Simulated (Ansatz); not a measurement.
A nudged elastic band was laid between two geometries of FH + GeH4 (7 atoms, charge 0, multiplicity 1).

These are results of RKS PBE0-D4/def2-mTZVP in Ansatz 0.2.0, not measurements.

```json
{"movable images": "5", "climbing image": "yes", "spring": "5.0 eV/Å²", "optimiser": "quadratic models (default)", "start path": "through a guess of the saddle point", "force threshold": "0.05 eV/Å", "iteration limit": "60", "end points": "relaxed"}
```

First end point:

```xyz
7
Properties=species:S:1:pos:R:3
Ge 0.317 0.000 -0.229
H -0.040 0.000 1.277
H 1.845 0.000 -0.340
H -0.276 1.260 -0.866
H -0.277 -1.260 -0.866
F -2.690 0.000 1.922
H -1.765 0.000 1.836
```

Last end point:

```xyz
7
Properties=species:S:1:pos:R:3
Ge -0.287 0.000 -0.729
H -0.283 0.000 3.331
H 0.913 0.000 0.225
H -0.359 1.275 -1.579
H -0.359 -1.275 -1.579
F -1.717 0.000 0.275
H -0.795 0.000 2.790
```

Task: What changes between the two ends?

Result: Bonds broken: Ge1–H2, F6–H7. Bonds formed: Ge1–F6, H2–H7. FH + GeH4 becomes FGeH3 + H2.

Task: What energy profile does the band end with?

Result: The forces met the threshold. The highest image is number 3 of 0 to 6, 40.7 kcal/mol above the first end and 48.0 kcal/mol above the last; the last end lies 7.3 kcal/mol below the first. Neighbouring images differ by up to 1.4 eV, so the band resolves the path poorly. A vibrational analysis at the climbing image gives 2 clearly imaginary modes (1259i, 143i cm⁻¹): a point of higher order, so a lower path passes nearby. The orbitals stay closed-shell, which can raise the energy where a bond breaks towards radicals; this wasn't checked here.

```csv
image,path coordinate (Å),energy (kcal/mol),Ge1–H2 (Å),F6–H7 (Å),Ge1–F6 (Å)
0,0.00,0.0,1.55,0.93,3.70
1,0.68,0.7,1.55,0.93,3.18
2,1.36,10.9,1.60,0.96,2.55
3,2.04,40.7,1.87,1.26,2.06
4,2.92,8.3,2.48,1.80,1.78
5,3.79,-5.7,3.23,2.23,1.75
6,4.66,-7.3,4.06,2.68,1.75
```

Task: What is the geometry of the highest image?

Result: 
```xyz
7
Properties=species:S:1:pos:R:3:forces:R:3
Ge -0.172 0.000 -0.107 -0.05 0.00 0.01
H -0.015 0.000 1.754 0.01 0.00 0.02
H 1.372 0.000 0.026 0.00 0.00 0.00
H -0.583 1.316 -0.765 0.00 0.01 0.00
H -0.583 -1.316 -0.765 0.00 -0.01 0.00
F -1.960 0.000 0.918 0.04 0.00 -0.02
H -0.944 0.000 1.671 -0.01 0.00 -0.01
```

Run time: 120 s on 1 thread of Intel(R) Xeon(R) Processor @ 2.70GHz, on a shared host, peak memory 0.14 GiB.
